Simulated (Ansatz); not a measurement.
`N[Si@H](F)[Si@@H](N)F` + dimethylamine → `CN(C)[SiH](N)F` + `N[SiH2]F`  (cleavage of the Si–Si bond)

Program: Ansatz. Geometries: PBE0-D4/def2-TZVP. ΔE: electronic, gas phase. CCSD(T)/CBS is the MP2 limit (def2-TZVPP, def2-QZVPP) plus CCSD(T) − MP2 in def2-TZVPP, frozen cores. Each species was taken in one conformer, which may not be the lowest.

`N[Si@H](F)[Si@@H](N)F`:

Z-matrix (Å, degrees):
```
Si
F 1 1.610
Si 1 2.343 2 109.0
N 1 1.704 2 114.5 3 118.4
H 1 1.484 2 105.4 3 -124.4
N 3 1.700 1 107.4 2 -165.8
F 3 1.616 1 105.4 2 72.4
H 3 1.483 1 117.5 2 -44.8
H 4 1.007 1 121.9 2 77.3
H 4 1.008 1 120.7 2 -73.6
H 6 1.007 3 121.6 1 -40.2
H 6 1.007 3 122.5 1 163.6
```

`CNC`:

Z-matrix (Å, degrees):
```
C
N 1 1.445
H 1 1.094 2 109.4
H 1 1.092 2 110.0 3 117.9
H 1 1.104 2 114.0 3 -120.2
C 2 1.445 1 112.8 3 65.3
H 2 1.011 1 109.8 3 -171.9
H 6 1.104 2 114.0 1 54.9
H 6 1.094 2 109.4 1 -65.3
H 6 1.092 2 110.0 1 176.8
```

`CN(C)[SiH](N)F`:

```xyz
15

C    -1.832   -0.303    0.191
N    -0.396   -0.166    0.188
C     0.255   -0.870    1.269
Si    0.402    0.968   -0.790
N     1.961    0.397   -1.157
F     0.693    2.394   -0.110
H    -2.280    0.089    1.114
H    -2.123   -1.358    0.103
H    -2.269    0.237   -0.651
H     1.336   -0.736    1.208
H     0.039   -1.945    1.218
H    -0.083   -0.510    2.250
H    -0.526    1.264   -1.907
H     2.713    1.039   -1.344
H     2.111   -0.502   -1.582
```

`N[SiH2]F`:

```xyz
7

N    -0.733    0.356   -0.658
Si    0.394   -0.166    0.495
F     1.595   -1.052   -0.096
H    -0.543    1.125   -1.279
H    -1.440   -0.257   -1.028
H    -0.305   -1.032    1.470
H     1.031    1.026    1.097
```

| level | ΔE (kJ/mol) |
| --- | --- |
| HF/def2-TZVPP | -102.7 |
| CCSD(T)/def2-TZVPP | -98.2 |

What does CCSD(T)/CBS give? (Estimate.)

Computed: -96.3 kJ/mol. The listed levels differ from it by -6.4, -1.9 kJ/mol.

Largest T1 diagnostic among the species: 0.012.

From PBE to PBE0 (25 % exact exchange), in def2-TZVPP and without D4, ΔE moves by −9.2 kJ/mol. The D4 term adds −3.2 kJ/mol with B3LYP and −1.7 kJ/mol with PBE0; it sums over pairs of atoms, weighted by their polarisabilities, and B3LYP, whose exchange is more repulsive, gets the larger term.

B3LYP here is the variant with VWN-RPA as its local correlation; programs differ in this.
